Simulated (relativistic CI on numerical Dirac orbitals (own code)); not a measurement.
How well does a small relativistic CI reproduce S?

Calculated at this level of theory: Dirac-Coulomb-Breit CI, orbitals from a KLI potential per configuration, QED by a radiative potential, valence Slater integrals scaled by 0.85, configuration energies shifted to the measured levels that pair with them (semi-empirical) (own radial code, finite nucleus).

Configuration list (outside the closed core [Ne]): 3s²3p⁴, 3s²3p³4s, 3s²3p³4p, 3s²3p³3d, 3s²3p³5s, 3s3p⁵, 3s²3p³5p, 3s²3p³4d, 3s²3p³6s, 3s²3p³4f, 3s²3p²3d², 3p⁶, 3s²3p³5d, 3s²3p³5f, 3s²3p³5g, 3s²3p²4s², 3s3p⁴3d, 3s²3p²4s4p, 3s²3p²3d4s. Levels of other configurations are missing.

| Configuration | Term (tabulated) | J | Measured (cm⁻¹) | Computed | Error | Purity (%) |
| --- | --- | --- | --- | --- | --- | --- |
| 3s²3p⁴ | 3P | 2 | 0.0 | 0 | 0 | 99 |
| 3s²3p⁴ | 3P | 1 | 396.1 | 395 | -1 | 99 |
| 3s²3p⁴ | 3P | 0 | 573.6 | 570 | -4 | 99 |
| 3s²3p⁴ | 1D | 2 | 9238.6 | 9927 | 688 | 99 |
| 3s²3p⁴ | 1S | 0 | 22180.0 | 18835 | -3345 | 96 |
| 3s²3p³4s | 5S° | 2 | 52623.6 | 51332 | -1292 | 100 |
| 3s²3p³4s | 3S° | 1 | 55330.8 | 54005 | -1326 | 99 |
| 3s²3p³4p | 5P | 1 | 63446.1 | 62398 | -1049 | 100 |
| 3s²3p³4p | 5P | 2 | 63457.1 | 62407 | -1050 | 100 |
| 3s²3p³4p | 5P | 3 | 63475.1 | 62423 | -1052 | 100 |
| 3s²3p³4p | 3P | 1 | 64889.0 | 63701 | -1187 | 99 |
| 3s²3p³4p | 3P | 0 | 64891.4 | 63703 | -1188 | 99 |
| 3s²3p³4p | 3P | 2 | 64892.6 | 63704 | -1188 | 99 |
| 3s²3p³4s | 3D° | 1 | 67816.4 | 67817 | 1 | 96 |
| 3s²3p³4s | 3D° | 2 | 67825.2 | 67825 | 0 | 93 |
| 3s²3p³4s | 3D° | 3 | 67842.9 | 67841 | -2 | 89 |
| 3s²3p³3d | 5D° | 4 | 67877.6 | 67880 | 3 | 97 |
| 3s²3p³3d | 5D° | 0 | 67884.2 | 67886 | 2 | 97 |
| 3s²3p³3d | 5D° | 1 | 67885.5 | 67887 | 2 | 95 |
| 3s²3p³3d | 5D° | 2 | 67887.8 | 67888 | 0 | 92 |
| 3s²3p³3d | 5D° | 3 | 67890.0 | 67888 | -2 | 87 |
| 3s²3p³4s | 1D° | 2 | 69237.9 | 69182 | -56 | 99 |
| 3s²3p³3d | 3D° | 1 | 70164.6 | 69951 | -214 | 92 |
| 3s²3p³3d | 3D° | 2 | 70166.2 | 69953 | -214 | 92 |
| 3s²3p³3d | 3D° | 3 | 70174.0 | 69958 | -216 | 92 |
| 3s²3p³5s | 5S° | 2 | 70702.8 | 70557 | -146 | 100 |
| 3s²3p³5s | 3S° | 1 | 71351.4 | 71497 | 146 | 99 |
| 3s3p⁵ | 3P° | 2 | 72023.5 | 71716 | -307 | 64 |
| 3s3p⁵ | 3P° | 1 | 72382.3 | 72048 | -335 | 63 |
| 3s3p⁵ | 3P° | 0 | 72571.6 | 72219 | -352 | 63 |
| 3s²3p³5p | 5P | 1 | 73911.3 | 73906 | -6 | 100 |
| 3s²3p³5p | 5P | 2 | 73914.9 | 73909 | -6 | 100 |
| 3s²3p³5p | 5P | 3 | 73921.0 | 73914 | -7 | 100 |
| 3s²3p³5p | 3P | 2 | 74268.5 | 74276 | 7 | 97 |
| 3s²3p³5p | 3P | 1 | 74269.6 | 74276 | 6 | 97 |
| 3s²3p³5p | 3P | 0 | 74271.7 | 74277 | 6 | 97 |
| 3s²3p³4d | 5D° | 4 | 74973.1 | 74973 | 0 | 95 |
| 3s²3p³4d | 5D° | 3 | 74974.1 | 74974 | 0 | 95 |
| 3s²3p³4d | 5D° | 2 | 74975.2 | 74975 | 0 | 95 |
| 3s²3p³4d | 5D° | 1 | 74976.1 | 74976 | 0 | 95 |
| 3s²3p³4d | 5D° | 0 | 74976.6 | 74976 | -1 | 95 |
| 3s²3p³4d | 3D° | 1 | 75951.9 | 76315 | 363 | 86 |
| 3s²3p³4d | 3D° | 2 | 75952.4 | 76316 | 364 | 86 |
| 3s²3p³4d | 3D° | 3 | 75956.5 | 76323 | 367 | 85 |
| 3s²3p³6s | 5S° | 2 | 76464.1 | 76359 | -105 | 100 |
| 3s²3p³4f | 5F | 4 | 76654.8 | 76655 | 0 | 100 |
| 3s²3p³4f | 5F | 5 | 76654.8 | 76655 | 0 | 100 |
| 3s²3p³4f | 5F | 3 | 76654.8 | 76655 | 0 | 100 |
| 3s²3p³4f | 5F | 2 | 76654.8 | 76655 | 0 | 100 |
| 3s²3p³4f | 5F | 1 | 76654.8 | 76655 | 0 | 100 |
| 3s²3p³4f | 3F | 4 | 76656.3 | 76656 | -1 | 100 |
| 3s²3p³4f | 3F | 3 | 76656.3 | 76656 | -1 | 100 |
| 3s²3p³4f | 3F | 2 | 76656.4 | 76656 | -1 | 100 |
| 3s²3p³6s | 3S° | 1 | 76720.6 | 76826 | 105 | 99 |
| 3s²3p³4s | 3P° | 0 | 77135.5 | 78401 | 1265 | 98 |
| 3s²3p³4s | 3P° | 1 | 77150.1 | 78411 | 1261 | 97 |
| 3s²3p³4s | 3P° | 2 | 77181.1 | 78439 | 1257 | 98 |
| 3s²3p³4p | 3D | 2 | 78152.1 | 78313 | 161 | 93 |
| 3s²3p³4p | 3D | 3 | 78203.2 | 78352 | 149 | 87 |
| 3s²3p³4s | 1P° | 1 | 78288.4 | 79159 | 871 | 83 |
| 3s²3p³4p | 3F | 2 | 78409.9 | 78410 | 0 | 93 |
| 3s²3p³4p | 3F | 3 | 78435.8 | 78436 | 0 | 87 |
| 3s²3p³4p | 3F | 4 | 78463.0 | 78455 | -8 | 100 |
| 3s²3p³4p | 1F | 3 | 78639.9 | 78605 | -35 | 99 |
| 3s²3p³4p | 3P | 2 | 79375.8 | 79829 | 454 | 97 |
| 3s²3p³4p | 3P | 1 | 79405.3 | 79854 | 449 | 97 |
| 3s²3p³4p | 3P | 0 | 79418.0 | 79866 | 448 | 97 |
| 3s²3p³3d | 1P° | 1 | 81438.3 | 82977 | 1539 | 72 |

Measured levels from NIST Handbook of Basic Atomic Spectroscopic Data (Sansonetti and Martin, J. Phys. Chem. Ref. Data 34, 1559 (2005)); pairs were made by configuration, J and term (by order where the table uses no LS term), so strongly mixed levels may be paired wrongly.

Mean error by configuration (cm⁻¹): 3s²3p⁴ -665; 3s²3p³4s 198; 3s²3p³4p -340; 3s²3p³3d 100; 3s²3p³5s 0; 3s3p⁵ -331; 3s²3p³5p 0; 3s²3p³4d 136; 3s²3p³6s 0; 3s²3p³4f 0. Over the excited levels the mean absolute error is 367 cm⁻¹ (67 of the 69 excited levels that our extract of the source holds in range could be paired, and the others can miss by more), and the median relative error of those above 1,000 cm⁻¹ is 0.14 %, both after the shifts were fitted to these levels, so that a configuration with one level shows no error.

Transition probabilities of persistent lines. The last column rescales the computed rate by the cube of measured over computed energy:

```
λ measured (Å)          Lower          Upper  A tabulated (s⁻¹)  A computed  A rescaled
1425.03 vacuum     3s²3p⁴ ³P2  3s²3p³3d ³D°3           2.92e+08    1.82e+08    1.84e+08
1433.28 vacuum     3s²3p⁴ ³P1  3s²3p³3d ³D°2           2.16e+08    1.37e+08    1.39e+08
1433.31 vacuum     3s²3p⁴ ³P1  3s²3p³3d ³D°1           1.20e+08    7.59e+07    7.66e+07
1473.99 vacuum     3s²3p⁴ ³P2  3s²3p³4s ³D°3           1.82e+08    1.52e+08    1.52e+08
1666.69 vacuum     3s²3p⁴ ¹D2  3s²3p³4s ¹D°2           6.30e+08    4.87e+08    5.06e+08
1687.53 vacuum     3s²3p⁴ ¹S0  3s²3p³3d ¹P°1           9.40e+07    7.56e+07    5.96e+07
1807.31 vacuum     3s²3p⁴ ³P2  3s²3p³4s ³S°1           3.08e+08    3.18e+08    3.42e+08
1820.34 vacuum     3s²3p⁴ ³P1  3s²3p³4s ³S°1           1.70e+08    1.85e+08    1.99e+08
1826.24 vacuum     3s²3p⁴ ³P0  3s²3p³4s ³S°1           5.49e+07    6.09e+07    6.55e+07
   9212.86 air  3s²3p³4s ⁵S°2   3s²3p³4p ⁵P3           3.00e+07    3.55e+07    3.33e+07
   9228.09 air  3s²3p³4s ⁵S°2   3s²3p³4p ⁵P2           2.80e+07    3.54e+07    3.31e+07
   9237.54 air  3s²3p³4s ⁵S°2   3s²3p³4p ⁵P1           2.80e+07    3.53e+07    3.30e+07
  10455.45 air  3s²3p³4s ³S°1   3s²3p³4p ³P2           2.20e+07    2.68e+07    2.57e+07
  10456.76 air  3s²3p³4s ³S°1   3s²3p³4p ³P0           2.20e+07    2.68e+07    2.57e+07
  10459.41 air  3s²3p³4s ³S°1   3s²3p³4p ³P1           2.20e+07    2.68e+07    2.57e+07
```

Configurations whose levels could be paired with our table of measured levels were shifted onto them, all but the ground configuration, by the median error of their levels; single terms can still be off by 1,000 to 2,000 cm⁻¹ or more, and rates follow the energies as ν³ (E1, M1) or ν⁵ (E2). The others borrow a shift and can be off by several thousand cm⁻¹ or more. The fine structure of a lone outer electron comes out too small, for d and f at times inverted, and misplaced configurations move strength between like terms. 67 of the 69 excited levels that our extract of the measured tables holds in this range could be paired (the sources list more); they are missed by 367 cm⁻¹ on average and 3345 at most, after the shifts were fitted to these levels, and levels without a partner can miss by more.

Shifts applied (cm⁻¹): 3s²3p⁴ 0; 3s²3p³4s -2643; 3s²3p³4p -1752; 3s²3p³3d -1896; 3s²3p³5s -1345; 3s3p⁵ -16592; 3s²3p³5p -1302; 3s²3p³4d -1970; 3s²3p³6s -1557; 3s²3p³4f -2423.
